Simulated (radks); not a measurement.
Problem. These are the eigenvalues of the occupied orbitals of an atom or ion with whole-number occupations (eV). All-electron calculation, Dirac Kohn-Sham, BLYP, spin-unpolarised, spherical densities, finite nucleus; Fermi nuclear charge, rms radius of each element as measured or else 0.836 A^(1/3) + 0.57 fm. Program: a radial shooting solver on a logarithmic mesh with Libxc functionals.

| orbital | eigenvalue |
|---|---|
| 1s1/2 | -1406.773 |
| 2s1/2 | -194.7368 |
| 2p1/2 | -164.7156 |
| 2p3/2 | -164.3157 |

Which element is it, and in what charge state? The configuration may be excited. Open shells, if any, fill j = l - 1/2 first.

Solution. Z = 12, magnesium, charge +5: Mg5+ in [He] 2s2 2p3. The list shows which subshells hold electrons but not how many an open one holds; the 1s level, -51.698 hartree, gives Z - s = 10.2 by -(Z - s)^2/2, which with screening and relativity narrows Z to a few neighbours, and the depths of the outer levels then fix element, charge and occupations together.
